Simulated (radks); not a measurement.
Gd4+, 60 electrons, occupied as [Xe] 4f6 (the NIST ground configuration).

Method: scalar-relativistic Kohn-Sham, BP86, spin-polarised, spherical densities, finite nucleus; open shells are filled with parallel spins first (spin-orbit coupling, left out, can overturn this in heavy ions); Fermi nuclear charge, rms radius 5.1569 fm; computed with a radial shooting solver on a logarithmic mesh with Libxc functionals.

Energy parts (Ry):
part                       energy
total                 -22538.2105
kinetic                24198.5976
electron-nucleus      -54771.6828
Hartree                 8532.7117
exchange-correlation    -497.8370

Orbitals (lengths in bohr, moments of r in powers of bohr; r(max) is where P^2 peaks; r(90%) holds 90 % of the orbital's charge):
orbital,occ.,eigenvalue (Ry),r(90%),<1/r>,r(max)
1s down,1,-3685.811,0.0396,71.65,0.01392
1s up,1,-3685.811,0.0396,71.65,0.01392
2s up,1,-611.4289,0.144,16.62,0.07900
2s down,1,-611.4254,0.144,16.62,0.07900
2p up,3,-544.5376,0.134,15.52,0.06394
2p down,3,-544.5351,0.134,15.52,0.06394
3s up,1,-138.3350,0.358,6.096,0.2243
3s down,1,-138.1581,0.358,6.102,0.2242
3p up,3,-117.6059,0.364,5.731,0.2201
3p down,3,-117.4300,0.363,5.737,0.2200
3d up,5,-90.19683,0.345,5.437,0.1801
3d down,5,-90.06171,0.344,5.443,0.1800
4s up,1,-30.74248,0.792,2.576,0.5152
4s down,1,-30.33572,0.792,2.574,0.5151
4p up,3,-23.89260,0.848,2.370,0.5375
4p down,3,-23.49015,0.848,2.368,0.5373
4d up,5,-14.40821,0.948,2.094,0.5577
4d down,5,-14.01262,0.950,2.090,0.5575
5s up,1,-6.78557,1.84,1.035,1.174
5s down,1,-6.59473,1.86,1.017,1.185
5p up,3,-5.00391,2.11,0.8968,1.311
5p down,3,-4.86220,2.14,0.8788,1.329
4f up,6,-4.08590,1.32,1.601,0.5585
4f down,0,-3.72631,1.37,1.573,0.5608
5d up,0,-2.77496,2.83,0.6674,1.665
5d down,0,-2.70437,2.89,0.6507,1.698
6s up,0,-2.33454,4.00,0.4587,2.645
6s down,0,-2.30057,4.05,0.4534,2.680

The highest occupied level is 4f up at -55.592 eV. Spin moment in Bohr magnetons: 6.
